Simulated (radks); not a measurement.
Results of a calculation; reference values are marked as such.
Q: These are the eigenvalues of the occupied orbitals of an atom or ion with whole-number occupations (eV). Code: a radial shooting solver on a logarithmic mesh with Libxc functionals. Model: non-relativistic Kohn-Sham, LDA (Slater exchange, Perdew-Wang correlation), spin-polarised, spherical densities, point nucleus.

1s up: -17401.94
1s down: -17401.92
2s up: -2379.784
2s down: -2379.607
2p up: -2183.110
2p down: -2182.974
3s up: -393.1582
3s down: -393.0203
3p up: -319.2571
3p down: -319.1073
3d up: -184.0421
3d down: -183.8463
4s up: -58.5856
4s down: -57.5154
4p up: -38.7052
4p down: -37.5087
4d up: -10.3759
5s up: -9.7648
7f up: -0.2389

Which element is it, and in what charge state? The configuration may be excited. Open shells, if any, are filled with parallel spins first.

A: Z = 40, zirconium, charge 0: Zr in [Kr] 4d2 5s1 7f1. The list shows which subshells hold electrons but not how many an open one holds; the 1s level, -639.51 hartree, gives Z - s = 35.8 by -(Z - s)^2/2, which with screening narrows Z to a few neighbours, and the depths of the outer levels then fix element, charge and occupations together.
